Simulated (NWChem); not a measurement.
Molecule: BeHSeF; SMILES [F][Be][SeH]

```xyz
4

Be     0.0224     1.1349     0.0000
F      0.1160     2.5068     0.0000
Se    -0.1579    -0.9030     0.0000
H      1.3178    -1.0533     0.0000
```
Atoms are numbered in this order, from 1.

All runs: NWChem. Pople sets run with spherical d functions. STO-3G and 3-21G are far too small for this property and stand as cheap habits. All runs use the structure optimised with B3LYP/6-31G* (spherical d). Field at 589 nm.

Q: Order these by “isotropic polarisability (bohr³)”, lowest first: B3LYP/aug-cc-pVDZ; B3LYP/STO-3G; B3LYP/def2-SVP.

A: B3LYP/STO-3G (18.8), B3LYP/def2-SVP (35.2), B3LYP/aug-cc-pVDZ (45.1)
